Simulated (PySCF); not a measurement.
CH8ClFSi3, SMILES C[Si@H](Cl)[Si@@H](F)[SiH3]. Geometry optimised at PBE-D3(BJ)/def2-SVP. The structure was generated by enumeration; whether it is a known compound was not checked. The values are those of a single conformer.

Problem. Give the equilibrium geometry at PBE-D3(BJ)/def2-SVP (PySCF confirms it by a frequency run) as bond lengths and angles. (An estimate is asked for; the answer gives what the named calculation found.)

Solution. This is not unique; one that fits is 
Atoms: C1 Si2 Cl3 Si4 F5 Si6 H7 H8 H9 H10 H11 H12 H13 H14. Bonds (Å): C1–Si2 1.880, C1–H7 1.108, C1–H8 1.108, C1–H9 1.110, Si2–Cl3 2.108, Si2–Si4 2.351, Si2–H10 1.504, Si4–F5 1.656, Si4–Si6 2.358, Si4–H11 1.507, Si6–H12 1.506, Si6–H13 1.503, Si6–H14 1.505. Angles (°): Si2–C1–H7 110.9, Si2–C1–H8 110.6, Si2–C1–H9 109.5, H7–C1–H8 108.7, H7–C1–H9 108.6, H8–C1–H9 108.4, C1–Si2–Cl3 109.7, C1–Si2–Si4 112.1, C1–Si2–H10 110.9, Cl3–Si2–Si4 100.9, Cl3–Si2–H10 107.5, Si4–Si2–H10 115.1, Si2–Si4–F5 110.0, Si2–Si4–Si6 107.8, Si2–Si4–H11 111.3, F5–Si4–Si6 109.4, F5–Si4–H11 107.9, Si6–Si4–H11 110.5, Si4–Si6–H12 109.7, Si4–Si6–H13 109.6, Si4–Si6–H14 110.3, H12–Si6–H13 109.2, H12–Si6–H14 108.7, H13–Si6–H14 109.3.
